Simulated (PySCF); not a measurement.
cyclopentadiene (C5H6), singlet, geometry from GFN2-xTB; PySCF with CAMB3LYP/6-31G, polarisability by finite fields.

The PySCF input:
```python
from pyscf import gto, scf, dft

mol = gto.Mole()
mol.atom = '''
    C    -0.95666405    0.73882514   -0.18355562
    C     0.31829944    1.14612226   -0.14533637
    C     1.20801781   -0.02806340    0.09759991
    C     0.23763503   -1.15903715    0.19025223
    C    -1.00677532   -0.69321258    0.02492260
    H    -1.82611443    1.35186730   -0.34171327
    H     0.69026938    2.14712785   -0.26500233
    H     1.78876198    0.08526654    1.01565537
    H     1.92268715   -0.17148703   -0.71579463
    H     0.53900127   -2.17568497    0.36431933
    H    -1.91768276   -1.26489533    0.03923901
'''
mol.basis = '6-31g'
mol.verbose = 4
mol.build()

mf = dft.RKS(mol)
mf.xc = 'camb3lyp'
mf.conv_tol = 1e-11
mf.kernel()
h0, z, done = mf.get_hcore(), mol.intor('int1e_r')[2], []
def energy(F):
    f = mf.copy()
    f.scf_summary = {}
    f.get_hcore = lambda *a: h0 + F * z
    e = f.kernel(mf.make_rdm1())
    done.append(f.converged)
    return e
F = 0.001
alpha = -(energy(F) + energy(-F) - 2 * mf.e_tot) / F**2
print('alpha_zz =', alpha)
```

The log (banner, timings and long lists left out):

```
PySCF version 2.14.0

[INPUT] verbose = 4
[INPUT] num. atoms = 11
[INPUT] num. electrons = 36
[INPUT] charge = 0
[INPUT] spin (= nelec alpha-beta = 2S) = 0
[INPUT] symmetry False subgroup None
[INPUT] Mole.unit = angstrom
[INPUT] Symbol           X                Y                Z      unit          X                Y                Z       unit  Magmom
[INPUT]  1 C     -0.956664050000   0.738825140000  -0.183555620000 AA   -1.807833047717   1.396177168543  -0.346869850425 Bohr   0.0
[INPUT]  2 C      0.318299440000   1.146122260000  -0.145336370000 AA    0.601498767202   2.165857176668  -0.274645935238 Bohr   0.0
[INPUT]  3 C      1.208017810000  -0.028063400000   0.097599910000 AA    2.282822814497  -0.053032140124   0.184437099682 Bohr   0.0
[INPUT]  4 C      0.237635030000  -1.159037150000   0.190252230000 AA    0.449065124303  -2.190262781696   0.359524609288 Bohr   0.0
[INPUT]  5 C     -1.006775320000  -0.693212580000   0.024922600000 AA   -1.902529623771  -1.309981922303   0.047096888312 Bohr   0.0
[INPUT]  6 H     -1.826114430000   1.351867300000  -0.341713270000 AA   -3.450856144816   2.554658953755  -0.645744493430 Bohr   0.0
[INPUT]  7 H      0.690269380000   2.147127850000  -0.265002330000 AA    1.304420080373   4.057483590926  -0.500781826072 Bohr   0.0
[INPUT]  8 H      1.788761980000   0.085266540000   1.015655370000 AA    3.380270244235   0.161130408189   1.919310486244 Bohr   0.0
[INPUT]  9 H      1.922687150000  -0.171487030000  -0.715794630000 AA    3.633352136721  -0.324063520615  -1.352655812134 Bohr   0.0
[INPUT] 10 H      0.539001270000  -2.175684970000   0.364319330000 AA    1.018564781093  -4.111448726633   0.688463755585 Bohr   0.0
[INPUT] 11 H     -1.917682760000  -1.264895330000   0.039239010000 AA   -3.623895210200  -2.390305749941   0.074150982299 Bohr   0.0

nuclear repulsion = 157.907670092553
number of shells = 37
number of NR pGTOs = 134
number of NR cGTOs = 57
basis = 6-31g
ecp = {}

******** <class 'pyscf.dft.rks.RKS'> ********
method = RKS
initial guess = minao
damping factor = 0
level_shift factor = 0
DIIS = <class 'pyscf.scf.diis.CDIIS'>
diis_start_cycle = 1
diis_space = 8
diis_damp = 0
SCF conv_tol = 1e-11
SCF conv_tol_grad = None
SCF max_cycles = 50
direct_scf = True
direct_scf_tol = 1e-13
XC library pyscf.dft.libxc version 7.1.2
    S. Lehtola, C. Steigemann, M. J. T. Oliveira, and M. A. L. Marques,  SoftwareX 7, 1–5 (2018)
XC functionals = camb3lyp
    T. Yanai, D. P. Tew, and N. C. Handy,  Chem. Phys. Lett. 393, 51 (2004)
radial grids:
    Treutler-Ahlrichs [JCP 102, 346 (1995); DOI:10.1063/1.469408] (M4) radial grids

becke partition: Becke, JCP 88, 2547 (1988); DOI:10.1063/1.454033
pruning grids: <function nwchem_prune>
grids dens level: 3
symmetrized grids: False
atomic radii adjust function: <function treutler_atomic_radii_adjust>
small_rho_cutoff = 0
Set gradient conv threshold to 3.16228e-06
Initial guess from minao.
tot grids = 129440
init E= -194.916056787619
  HOMO = -0.252863576464054  LUMO = -0.0650659151839543  gap/eV = 5.11023
cycle= 1 E= -193.909134836864  delta_E= 1.01  |g|= 0.263  |ddm|= 3.14
  HOMO = -0.227002727482876  LUMO = 0.075921878190935  gap/eV = 8.24300
cycle= 2 E= -193.922348874993  delta_E= -0.0132  |g|= 0.179  |ddm|= 0.549
  HOMO = -0.27126479386583  LUMO = 0.0400878112157108  gap/eV = 8.47234
cycle= 3 E= -193.93152030152  delta_E= -0.00917  |g|= 0.0224  |ddm|= 0.278
  HOMO = -0.269723682007134  LUMO = 0.0423950968253195  gap/eV = 8.49318
cycle= 4 E= -193.931608196663  delta_E= -8.79e-05  |g|= 0.018  |ddm|= 0.0423
  HOMO = -0.268841544103894  LUMO = 0.0431492095015498  gap/eV = 8.48970
cycle= 5 E= -193.931692398643  delta_E= -8.42e-05  |g|= 0.0011  |ddm|= 0.0193
  HOMO = -0.268845847072429  LUMO = 0.0431374574200252  gap/eV = 8.48950
cycle= 6 E= -193.9316932469  delta_E= -8.48e-07  |g|= 0.000489  |ddm|= 0.00275
  HOMO = -0.268874271415213  LUMO = 0.0431423744126069  gap/eV = 8.49041
cycle= 7 E= -193.931693346406  delta_E= -9.95e-08  |g|= 0.000139  |ddm|= 0.000818
  HOMO = -0.268878431138486  LUMO = 0.0431548465724676  gap/eV = 8.49086
cycle= 8 E= -193.931693362204  delta_E= -1.58e-08  |g|= 1.66e-05  |ddm|= 0.000394
  HOMO = -0.268880259245735  LUMO = 0.0431545054966098  gap/eV = 8.49090
cycle= 9 E= -193.931693362512  delta_E= -3.09e-10  |g|= 2.15e-06  |ddm|= 5.63e-05
  HOMO = -0.26888063089887  LUMO = 0.0431543917545498  gap/eV = 8.49091
cycle= 10 E= -193.931693362517  delta_E= -4.55e-12  |g|= 4.5e-07  |ddm|= 8.68e-06
  HOMO = -0.26888065275699  LUMO = 0.0431543889773391  gap/eV = 8.49091
Extra cycle  E= -193.931693362518  delta_E= -8.53e-13  |g|= 4.72e-07  |ddm|= 1.47e-06
converged SCF energy = -193.931693362518

******** <class 'pyscf.dft.rks.RKS'> ********
method = RKS
initial guess = minao
damping factor = 0
level_shift factor = 0
DIIS = <class 'pyscf.scf.diis.CDIIS'>
diis_start_cycle = 1
diis_space = 8
diis_damp = 0
SCF conv_tol = 1e-11
SCF conv_tol_grad = None
SCF max_cycles = 50
direct_scf = True
direct_scf_tol = 1e-13
XC library pyscf.dft.libxc version 7.1.2
    S. Lehtola, C. Steigemann, M. J. T. Oliveira, and M. A. L. Marques,  SoftwareX 7, 1–5 (2018)
XC functionals = camb3lyp
    T. Yanai, D. P. Tew, and N. C. Handy,  Chem. Phys. Lett. 393, 51 (2004)
radial grids:
    Treutler-Ahlrichs [JCP 102, 346 (1995); DOI:10.1063/1.469408] (M4) radial grids

becke partition: Becke, JCP 88, 2547 (1988); DOI:10.1063/1.454033
pruning grids: <function nwchem_prune>
grids dens level: 3
symmetrized grids: False
atomic radii adjust function: <function treutler_atomic_radii_adjust>
small_rho_cutoff = 0
Overwritten attributes  get_hcore  of <class 'pyscf.dft.rks.RKS'>
Set gradient conv threshold to 3.16228e-06
init E= -193.931709508967
  HOMO = -0.268898660574163  LUMO = 0.0431621703663632  gap/eV = 8.49161
cycle= 1 E= -193.931720601078  delta_E= -1.11e-05  |g|= 0.0014  |ddm|= 0.017
  HOMO = -0.268886444143553  LUMO = 0.0431658532426151  gap/eV = 8.49138
cycle= 2 E= -193.931721073439  delta_E= -4.72e-07  |g|= 0.00092  |ddm|= 0.00452
  HOMO = -0.268885240860671  LUMO = 0.0431663322759435  gap/eV = 8.49136
cycle= 3 E= -193.93172127578  delta_E= -2.02e-07  |g|= 0.00038  |ddm|= 0.00139
  HOMO = -0.26888894894505  LUMO = 0.0431640271922427  gap/eV = 8.49139
cycle= 4 E= -193.931721313603  delta_E= -3.78e-08  |g|= 3.32e-05  |ddm|= 0.000412
  HOMO = -0.268887142297605  LUMO = 0.0431653771190772  gap/eV = 8.49138
cycle= 5 E= -193.931721313882  delta_E= -2.79e-10  |g|= 2.29e-05  |ddm|= 8.28e-05
  HOMO = -0.268887616636122  LUMO = 0.0431649996057066  gap/eV = 8.49138
cycle= 6 E= -193.931721314036  delta_E= -1.54e-10  |g|= 5.04e-06  |ddm|= 3.43e-05
  HOMO = -0.268887729670879  LUMO = 0.0431648956136295  gap/eV = 8.49138
cycle= 7 E= -193.931721314042  delta_E= -6.2e-12  |g|= 1.24e-06  |ddm|= 5.2e-06
  HOMO = -0.268887698747679  LUMO = 0.0431649139597186  gap/eV = 8.49138
Extra cycle  E= -193.931721314043  delta_E= -5.12e-13  |g|= 1.06e-06  |ddm|= 3.54e-06
converged SCF energy = -193.931721314043

******** <class 'pyscf.dft.rks.RKS'> ********
method = RKS
initial guess = minao
damping factor = 0
level_shift factor = 0
DIIS = <class 'pyscf.scf.diis.CDIIS'>
diis_start_cycle = 1
diis_space = 8
diis_damp = 0
SCF conv_tol = 1e-11
SCF conv_tol_grad = None
SCF max_cycles = 50
direct_scf = True
direct_scf_tol = 1e-13
XC library pyscf.dft.libxc version 7.1.2
    S. Lehtola, C. Steigemann, M. J. T. Oliveira, and M. A. L. Marques,  SoftwareX 7, 1–5 (2018)
XC functionals = camb3lyp
    T. Yanai, D. P. Tew, and N. C. Handy,  Chem. Phys. Lett. 393, 51 (2004)
radial grids:
    Treutler-Ahlrichs [JCP 102, 346 (1995); DOI:10.1063/1.469408] (M4) radial grids

becke partition: Becke, JCP 88, 2547 (1988); DOI:10.1063/1.454033
pruning grids: <function nwchem_prune>
grids dens level: 3
symmetrized grids: False
atomic radii adjust function: <function treutler_atomic_radii_adjust>
small_rho_cutoff = 0
Set gradient conv threshold to 3.16228e-06
init E= -193.931677216066
  HOMO = -0.26886121227305  LUMO = 0.0431432191488408  gap/eV = 8.49007
cycle= 1 E= -193.931688311141  delta_E= -1.11e-05  |g|= 0.0014  |ddm|= 0.017
  HOMO = -0.268877632837008  LUMO = 0.0431387458186312  gap/eV = 8.49040
cycle= 2 E= -193.931688784683  delta_E= -4.74e-07  |g|= 0.000916  |ddm|= 0.00452
  HOMO = -0.268877204459911  LUMO = 0.0431394397997644  gap/eV = 8.49041
cycle= 3 E= -193.931688985255  delta_E= -2.01e-07  |g|= 0.00038  |ddm|= 0.00138
  HOMO = -0.268873620613259  LUMO = 0.0431416670477875  gap/eV = 8.49037
cycle= 4 E= -193.931689023032  delta_E= -3.78e-08  |g|= 3.32e-05  |ddm|= 0.000412
  HOMO = -0.268875721257116  LUMO = 0.0431401208188167  gap/eV = 8.49038
cycle= 5 E= -193.931689023314  delta_E= -2.81e-10  |g|= 2.29e-05  |ddm|= 8.28e-05
  HOMO = -0.268875189895063  LUMO = 0.0431405406091729  gap/eV = 8.49038
cycle= 6 E= -193.931689023466  delta_E= -1.52e-10  |g|= 5.06e-06  |ddm|= 3.44e-05
  HOMO = -0.268875049939578  LUMO = 0.0431406663162588  gap/eV = 8.49038
cycle= 7 E= -193.931689023473  delta_E= -6.71e-12  |g|= 1.24e-06  |ddm|= 5.23e-06
  HOMO = -0.268875088561561  LUMO = 0.0431406419530209  gap/eV = 8.49038
Extra cycle  E= -193.931689023472  delta_E= 1.19e-12  |g|= 1.06e-06  |ddm|= 3.55e-06
converged SCF energy = -193.931689023472
alpha_zz = 23.61247868520877
```
